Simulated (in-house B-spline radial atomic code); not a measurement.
Settings and results of a run for In+. Level of theory: non-relativistic M06-L, spin-polarised, spherical fractional occupations, point nucleus; calculated with a B-spline radial code for spherical atoms.

Command:
```bash
python run_scf.py task.json out
```
Settings:
```
Z                49
configuration    1s2 2s2 2p6 3s2 3p6 3d10 4s2 4p6 4d10 5s2
hamiltonian      nr
method           m06l
spin_polarised   True
```

Output (hartree, bohr):
```
 radial grid: 64 intervals, B-splines of order 8, outer radius 60 bohr

 iter        energy (Eh)    residual
    1       -5742.274281    2.06e-01
    2       -5742.304934    5.76e-03
    3       -5742.305377    2.78e-03
    4       -5742.305395    1.25e-03
    5       -5742.305398    2.21e-04
    6       -5742.305399    6.34e-05
    7       -5742.305399    4.46e-05
    8       -5742.305399    2.64e-05
    9       -5742.305399    3.51e-06
   10       -5742.305399    5.10e-07
   11       -5742.305399    1.11e-08

 total energy                     -5742.30540
 kinetic                            5739.9306
 electron-nucleus                 -13648.3583
 Hartree                            2322.1218
 exchange-correlation               -155.9995

 orbital      occ     eigenvalue          <r>       <r^2>       <1/r>       r_max
 1s up      1.000      -986.7360    0.0310539   0.0012903     48.4738     0.02057
 1s down    1.000      -986.7360    0.0310539   0.0012903     48.4738     0.02057
 2s up      1.000      -145.4044     0.134168   0.0211545     11.0854      0.1138
 2s down    1.000      -145.4044     0.134168   0.0211545     11.0854      0.1138
 2p up      3.000      -135.6014     0.114647   0.0159885     11.0625     0.08942
 2p down    3.000      -135.6014     0.114647   0.0159885     11.0625     0.08942
 3s up      1.000       -27.9938     0.359944    0.147957       3.995       0.327
 3s down    1.000       -27.9938     0.359944    0.147957       3.995       0.327
 3p up      3.000       -23.9519     0.351967    0.143555     3.89997      0.3143
 3p down    3.000       -23.9519     0.351967    0.143555     3.89997      0.3143
 3d up      5.000       -16.5543     0.324202    0.124677     3.74575      0.2598
 3d down    5.000       -16.5543     0.324202    0.124677     3.74575      0.2598
 4s up      1.000        -4.4959     0.879695    0.874208     1.55056      0.7986
 4s down    1.000        -4.4959     0.879695    0.874208     1.55056      0.7986
 4p up      3.000        -3.1703     0.935923    0.999721       1.439      0.8312
 4p down    3.000        -3.1703     0.935923    0.999721       1.439      0.8312
 4d up      5.000        -1.0197      1.16122     1.61204     1.14904      0.9288
 4d down    5.000        -1.0197      1.16122     1.61204     1.14904      0.9288
 5s up      1.000        -0.5211      2.59509      7.5928    0.485745       2.223
 5s down    1.000        -0.5211      2.59509      7.5928    0.485745       2.223
```

Run time, properties included: 0.23 s on 1 thread of Arm Neoverse V1 (shared host).
